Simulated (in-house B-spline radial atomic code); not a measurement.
## RPA and G0W0 on LDA VWN5: Pb²⁺

Configuration [Xe] 4f14 5d10 6s2, mean-field start LDA VWN5. Computed with an all-electron radial atomic-structure program (B-spline basis): all electrons, scalar-relativistic (spin-free one-electron X2C), finite nucleus, each spin shell either full or empty, empty states to l = 9 with an (l + 1/2)⁻⁴ tail; G0W0 by contour deformation at full frequency.

Without the two-electron picture change, the correlation of inner shells comes somewhat too large for so heavy an element.

Command:
```bash
python run_gw.py task.json out
```
Settings (radii: box in bohr, nucleus in fm):
```
Z                        82
electrons                80
configuration            [Xe] 4f14 5d10 6s2
hamiltonian              x2c
method                   lda,vwn
lmax                     9
rms_radius               5.5012
spin_polarised           False
box_radius               17.55
intervals                68
ion_configuration        [Xe] 4f14 5d10 6s1
```

Time taken, with all properties: 25 s on 1 thread of Arm Neoverse N1, on a shared host.

Energies (hartree):

| term | value |
| --- | --- |
| mean-field total | -20872.94705 |
| Hartree-Fock functional on these orbitals | -20879.33063 |
| direct second order | -8.3721 |
| second-order exchange | 2.0636 |
| SOSEX correction | 1.9262 |

What is the RPA correlation energy, and what remains with SOSEX?

RPA gives -7.2796 hartree (-2.48 eV per electron); RPA + SOSEX gives -5.3535, and the second-order doubles -6.3085 hartree (no singles). RPA lacks exchange-type terms and so overcorrelates at short range.

Quasi-particle levels (eV):

| level | occupied | mean field | Σx - vxc | Σc | QP weight | G0W0 |
| --- | --- | --- | --- | --- | --- | --- |
| 6s | yes | -27.814 | -2.48 | ? | ? | ? |
| 5d | yes | -38.04 | -8.01 | 0.62 | 0.897 | -45.42 |
| 6p | no | -17.552 | 4.92 | -1.36 | 0.953 | -13.991 |

G0W0 = mean field + (Σx - vxc) + Σc, with Σc (partial-wave tail included) taken at the quasi-particle energy. Only the outer levels were computed. Levels of low weight are left out.

Where does G0W0 put 6s?

At -32.49 eV, with Σc = -2.20 eV and a quasi-particle weight of 0.946. The tabulated removal energy is 31.937 eV (NIST, measured); the calculation leaves out spin-orbit coupling, Breit and QED terms, and what these don't explain is the method's own error.

What does it cost to remove one electron (to [Xe] 4f14 5d10 6s1) by differences of total energies, each species on its own start (correlation terms add to the Hartree-Fock functional)?

LDA VWN5 32.59 eV, Hartree-Fock functional 29.751 eV, + RPA 32.39 eV, + RPA + SOSEX 31.78 eV, + second order 33.63 eV. Tabulated: 31.937 eV (NIST, measured); the calculation leaves out spin-orbit coupling, Breit and QED terms, and what these don't explain is the method's own error.
